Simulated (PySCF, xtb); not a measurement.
1-bromocyclobutene (C4H5Br), SMILES C1CCC=1Br.

Harmonic wavenumbers (cm⁻¹) from GFN2-xTB run with xtb 6.7.1 at its own minimum, in rising order: 199, 254, 363, 377, 734, 840, 870, 969, 986, 996, 1044, 1117, 1145, 1176, 1192, 1240, 1443, 1457, 1648, 2992, 3009, 3011, 3013, 3150.

Problem. What does PySCF with PBE-D3(BJ)/def2-SVP give at its own minimum? (The exact figures need the calculation; the answer reports its results.)

Solution. 195, 261, 376, 385, 737, 839, 844, 890, 914, 991, 1043, 1106, 1111, 1134, 1167, 1236, 1385, 1408, 1607, 2976, 2994, 3033, 3054, 3159. Paired by order, the mean absolute difference is 24 cm⁻¹ and the zero-point energies are 47.5 and 47.0 kcal/mol.
